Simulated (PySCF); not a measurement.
H2Se, SMILES [SeH2]. Geometry: ωB97X-D3(BJ)/def2-TZVPD.

TDDFT-ωB97X/def2-TZVPD (PySCF) puts the lowest singlet excitations at 5.37, 5.85, 7.55, 7.65, 7.89, 8.14 eV and the lowest triplet (TDA) at 4.95 eV.

Question: What are the lowest singlet roots from EOM-CCSD/aug-cc-pVDZ run with PySCF? (An estimate is asked for; the answer gives what the named calculation found.)

Answer: 5.51, 5.59, 7.36, 7.72, 8.18, 8.51 eV; triplets 5.11, 5.21, 7.33 eV. S1 differs by 0.14 eV (second minus first; roots are paired by order, and the bases may differ).
